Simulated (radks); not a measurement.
Charge is removed step by step from the 3p down level of the calcium ion Ca2+, starting from [Ne] 3s2 3p(up 3, down 3). Method: scalar-relativistic Kohn-Sham, PBE, spin-polarised, spherical densities, finite nucleus; Fermi nuclear charge, rms radius 3.4776 fm; computed with a radial shooting solver on a logarithmic mesh with Libxc functionals.

removed (e) = 0: E - E(0) (eV) 0.000; eigenvalue (eV) -43.060; E minus straight line (eV) 0.000
removed (e) = 0.1: E - E(0) (eV) 4.383; eigenvalue (eV) -44.604; E minus straight line (eV) -0.709
removed (e) = 0.2: E - E(0) (eV) 8.920; eigenvalue (eV) -46.159; E minus straight line (eV) -1.263
removed (e) = 0.3: E - E(0) (eV) 13.614; eigenvalue (eV) -47.723; E minus straight line (eV) -1.661
removed (e) = 0.4: E - E(0) (eV) 18.464; eigenvalue (eV) -49.298; E minus straight line (eV) -1.902
removed (e) = 0.5: E - E(0) (eV) 23.472; eigenvalue (eV) -50.882; E minus straight line (eV) -1.985
removed (e) = 0.6: E - E(0) (eV) 28.640; eigenvalue (eV) -52.474; E minus straight line (eV) -1.909
removed (e) = 0.7: E - E(0) (eV) 33.966; eigenvalue (eV) -54.076; E minus straight line (eV) -1.673
removed (e) = 0.8: E - E(0) (eV) 39.454; eigenvalue (eV) -55.687; E minus straight line (eV) -1.277
removed (e) = 0.9: E - E(0) (eV) 45.103; eigenvalue (eV) -57.306; E minus straight line (eV) -0.720
removed (e) = 1: E - E(0) (eV) 50.914; eigenvalue (eV) -58.933; E minus straight line (eV) 0.000

Removing the whole electron costs 50.914 eV by Delta-SCF, against 43.060 eV from minus the eigenvalue at the starting occupation. Slater's transition state (half an electron removed) gives 50.882 eV. Integrating minus the eigenvalue over the occupation (Janak's theorem) gives 50.920 eV. In this scalar-relativistic scheme the density is built from large components alone, so the theorem holds only approximately. The mean slope of the eigenvalue, de/dn, is 15.9 eV per electron. Ionisation energy of Ca2+ in the NIST Atomic Spectra Database: 50.913 eV (measured).
